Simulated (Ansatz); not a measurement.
```yaml
crystal:
  periodic: [false, false, false]
  atoms:
    - {symbol: Cl, position_ang: [-4.943286, 0.342792, -1.269018]}
    - {symbol: C, position_ang: [-0.926348, 1.259108, -1.415323]}
    - {symbol: Ge, position_ang: [1.774181, -0.740815, 1.441029]}
    - {symbol: H, position_ang: [-1.180464, -0.425866, -3.306038]}
    - {symbol: H, position_ang: [-0.518732, 2.799235, -2.166873]}
    - {symbol: H, position_ang: [0.558276, 1.036664, 4.339502]}
    - {symbol: H, position_ang: [0.115018, -3.526026, 1.602332]}
    - {symbol: H, position_ang: [4.165950, -0.546638, 0.987284]}
basis:
  gaussian: {orbitals: cc-pVDZ}
hamiltonian: {xc: {name: SPW92}}
output: {forces: true}
```

```sh
$ ansatz run in.yaml --threads 2 --pin off --events-out ev --progress --plain --max-ram 4352MiB
```

Output, abridged:

```
Functional definition: SPW92
1109 factors; their error is unknown
mean field evaluation 1: about -69988.3370 eV, gradient 3.4e1 eV
mean field evaluation 2: about -69727.4969 eV, gradient 1.2e2 eV
mean field evaluation 4: about -69760.1622 eV, gradient 1.3e2 eV
mean field evaluation 8: about -69996.7531 eV, gradient 5.5e0 eV
mean field evaluation 16: about -69997.0984 eV, gradient 1.4e-2 eV
mean field evaluation 128: about -69996.7185 eV, gradient 2.2e-1 eV
mean field evaluation 160: about -69997.0368 eV, gradient 2.0e-2 eV
mean field -69997.09847101 eV, -2572.3459230722 hartree, gradient 8.8e-7 eV, S^2 0.000000; 9 other end points of the search recorded, 0 dependent functions left out
reference -69997.09853088 eV, -2572.3459252722 hartree; 30, 30 occupied and 54, 54 virtual orbitals, 1109 factors
Total energy: -69997.09853088 eV, -2572.3459252722 hartree
Atom 0 at    -4.943286     0.342792    -1.269018 Å, force     0.370873     0.091072    -0.032297 eV/Å
Atom 1 at    -0.926348     1.259108    -1.415323 Å, force     0.551937     1.741685    -2.484600 eV/Å
Atom 2 at     1.774181    -0.740815     1.441029 Å, force     1.214056    -0.179107     0.123354 eV/Å
Atom 3 at    -1.180464    -0.425866    -3.306038 Å, force     0.138557     1.245754     1.226191 eV/Å
Atom 4 at    -0.518732     2.799235    -2.166873 Å, force    -0.930310    -3.151331     1.365987 eV/Å
Atom 5 at     0.558276     1.036664     4.339502 Å, force     0.254855    -0.295965    -0.521621 eV/Å
Atom 6 at     0.115018    -3.526026     1.602332 Å, force     0.592274     0.806309    -0.090763 eV/Å
Atom 7 at     4.165950    -0.546638     0.987284 Å, force    -2.192242    -0.258418     0.413749 eV/Å
Dipole moment:     1.563186    -0.054190     0.416952 e Å
```

Task: Something in this input is off. What?

Result: The geometry is stretched to more than twice its size. Self-consistency was reached. The result belongs to that input, not to the molecule as meant.
